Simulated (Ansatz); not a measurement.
# CCSD(T) forces

BSiHF2 (SMILES B=[Si](F)F), singlet, displaced at random from a GFN2-xTB minimum.

```xyz
5
angstrom
B -0.7144 1.1180 -0.1268
Si 0.2441 -0.4137 0.0888
F -0.2626 -1.8993 0.4635
F 1.7659 -0.6506 0.5053
H -1.1013 1.9457 -0.8974
```

Ansatz 0.2.0; basis: def2-TZVPP; cores frozen in the correlated methods. B3LYP uses VWN-RPA correlation.

CCSD(T) forces from the calculation:
```
atom      Fx      Fy  Fz (eV/Å)
  B1  -0.491   1.190     -0.164
 Si2   1.116  -2.803      0.101
  F3  -0.593   0.998     -0.230
  F4  -0.088   0.962     -0.031
  H5   0.057  -0.348      0.324
```

Task: Which atom feels the largest CCSD(T) force, and how large is it?

Result: Si2, 3.02 eV/Å, along (0.37, -0.93, 0.03).

Root-mean-square difference of the force components from those of CCSD(T): PBE0-D4 0.122; wB97M-V 0.227; r2SCAN-D4 0.083; PBE-D4 0.341; B3LYP-D4 0.167; BHLYP-D4 0.281 eV/Å.

T1 diagnostic: at most 0.016. The restricted Hartree–Fock reference is unstable towards an unrestricted one here. These are differences at one structure, and CCSD(T) in triple zeta is itself an approximation.

For scale, one of the runs: CCSD(T)/def2-TZVPP forces, 149 basis functions (an equivalent command: `ansatz run in.yaml --threads 4`). Hardware: 4 CPU threads, shared host. Wall time 50 s; peak host memory 1.8 GiB.
